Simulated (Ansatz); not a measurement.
`[BH2][Sb]([CH3])[CH3]` → `[BH2]`• + `[CH3][Sb][CH3]`•  (homolysis of the B–Sb bond)

Gas-phase electronic energies from Ansatz, PBE0-D4/def2-TZVP geometries. CBS: MP2 limit from def2 TZ/QZ plus the TZ coupled-cluster correction, frozen cores. This one scheme is used for every species. DFT in def2-TZVPP. B3LYP here is the variant with VWN-RPA as its local correlation; programs differ in this. No spin–orbit coupling; open shells (•) take unrestricted orbitals. def2 core potentials past Kr. For Sb outer-core shells are correlated without core-valence functions, which leaves a few kJ/mol of doubt a bond.

`[BH2][Sb]([CH3])[CH3]`:

Cartesian coordinates in Å:
```
B 0.274 0.048 2.067
Sb 0.674 0.823 0.057
C 1.184 -1.012 -0.962
C -1.346 1.042 -0.675
H -0.584 0.537 2.742
H 1.011 -0.756 2.560
H 0.359 -1.720 -0.914
H 1.417 -0.788 -2.002
H 2.063 -1.442 -0.483
H -1.867 0.086 -0.657
H -1.315 1.425 -1.694
H -1.870 1.756 -0.040
```

`[BH2]`•:

Cartesian coordinates in Å:
```
B 0.016 -0.180 -0.287
H 0.777 -0.516 0.566
H -0.793 0.695 -0.279
```

`[CH3][Sb][CH3]`•:

Z-matrix (Å, degrees):
```
C
Sb 1 2.161
H 1 1.090 2 110.0
H 1 1.091 2 109.7 3 120.2
H 1 1.091 2 109.7 3 -120.2
C 2 2.161 1 93.5 3 -179.9
H 6 1.091 2 109.7 1 59.7
H 6 1.090 2 110.0 1 179.9
H 6 1.091 2 109.7 1 -59.9
```

CCSD(T)/CBS gives +3.12 eV.

Q: Another level gave +2.85 eV. Which?
A. B3LYP/def2-TZVPP
B. PBE0/def2-TZVPP
C. r2SCAN/def2-TZVPP
D. PBE-D4/def2-TZVPP

A: C. r2SCAN 2.85, PBE0 2.93, PBE-D4 3.07, B3LYP 2.80 eV.

Largest T1 diagnostic among the species: 0.014.

From PBE to PBE0 (25 % exact exchange), in def2-TZVPP and without D4, ΔE moves by −0.07 eV: exact exchange takes away binding that semilocal exchange gives to molecules. The D4 term adds +0.12 eV with B3LYP and +0.07 eV with PBE0; it sums over pairs of atoms, weighted by their polarisabilities, and B3LYP, whose exchange is more repulsive, gets the larger term.
